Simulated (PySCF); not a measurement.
Electronic structure of Pm⁺ (promethium, charge +1) at the BP86 level

Configuration: [Xe] 4f6, high-spin 7F determinant (an excited configuration). Computed with PySCF 2.14 in ANO-RCC-VQZP, with the spin-free X2C one-electron Hamiltonian (Gaussian nucleus).

| Quantity | Value |
| --- | --- |
| Total energy | -10020.49 hartree |
| One-electron energy | -13685.69 hartree |
| Hartree (Coulomb) energy | 3898.82 hartree |
| Exchange-correlation energy | -233.62 hartree |
| ⟨S²⟩ | 12.0028 |
| ⟨L²⟩ | 12.031 |
| Sum of ⟨r⟩ | 37.63 bohr |
| Sum of ⟨r²⟩ | 49.27 bohr² |
| Traceless quadrupole moment −½Σ⟨3z² − r²⟩ along its main axis | -0.548 e·bohr² |
| Langevin diamagnetic susceptibility | -39.0 ×10⁻⁶ cm³/mol |
| Time after the integrals | of the order of 17 core-seconds |

| shell | electrons | mean orbital energy (eV) | spread (eV) | rms radius, mean of both spins (bohr) |
| --- | --- | --- | --- | --- |
| 1s α | 1 | -44913.9 | 0 | 0.0264 |
| 1s β | 1 | -44913.9 | 0 | 0.0264 |
| 2s α | 1 | -7303.1 | 0 | 0.107 |
| 2s β | 1 | -7303.0 | 0 | 0.107 |
| 2p α | 3 | -6532.6 | 0.193 | 0.0959 |
| 2p β | 3 | -6532.6 | 0.199 | 0.0959 |
| 3s α | 1 | -1592.4 | 0 | 0.278 |
| 3s β | 1 | -1590.9 | 0 | 0.278 |
| 3p α | 3 | -1349.4 | 0.926 | 0.278 |
| 3p β | 3 | -1347.9 | 1.179 | 0.278 |
| 3d α | 5 | -1011.2 | 0.786 | 0.256 |
| 3d β | 5 | -1010.1 | 0.921 | 0.256 |
| 4s α | 1 | -316.73 | 0 | 0.631 |
| 4s β | 1 | -312.80 | 0 | 0.631 |
| 4p α | 3 | -236.83 | 1.344 | 0.670 |
| 4p β | 3 | -232.86 | 2.047 | 0.670 |
| 4d α | 5 | -122.89 | 1.232 | 0.745 |
| 4d β | 5 | -118.90 | 1.730 | 0.745 |
| 5s α | 1 | -44.000 | 0 | 1.56 |
| 5s β | 1 | -41.471 | 0 | 1.56 |
| 5p α | 3 | -25.356 | 0.511 | 1.87 |
| 5p β | 3 | -23.376 | 0.925 | 1.87 |
| 4f α | 6 | -3.418 | 1.421 | 1.48 |

Spin-orbit coupling, absent here, splits the open shell strongly.

Densities and radii are taken from the X2C orbitals without a picture-change correction, which distorts them close to the nucleus.
